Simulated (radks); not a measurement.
Values are calculated unless marked as measured or tabulated.
Problem. The table gives one normalised radial function P(r) = r R(r) of Hf4+ in [Xe] 4f14 (r in bohr). Level of theory: scalar-relativistic Kohn-Sham, PBE, spin-unpolarised, spherical densities, point nucleus (a radial shooting solver on a logarithmic mesh with Libxc functionals).

r	P
0.002775	0.0003
0.004207	0.0008
0.006326	0.0023
0.009589	0.0071
0.01454	0.0210
0.02204	0.0590
0.0334	0.1526
0.05023	0.3431
0.07614	0.6451
0.1154	0.8770
0.175	0.5887
0.2652	-0.4513
0.3989	-1.4189
0.6046	-1.3196
0.9166	-0.5678
1.389	-0.1080
2.106	-0.0070
3.167	-0.0001

Which n and l does it have? It may be an empty orbital.

Solution. n = 4, l = 2: the number of nodes gives n - l - 1 = 1, the rise at small r (about r^(l+1), flatter next to the nucleus through relativity) gives l, and the extent must fit the shell. The curve is that of 4d. 4d: eigenvalue -247.84 eV, 1 radial node at r = 0.227 bohr, <r> = 0.535 bohr, 90 % of the charge inside 0.804 bohr.
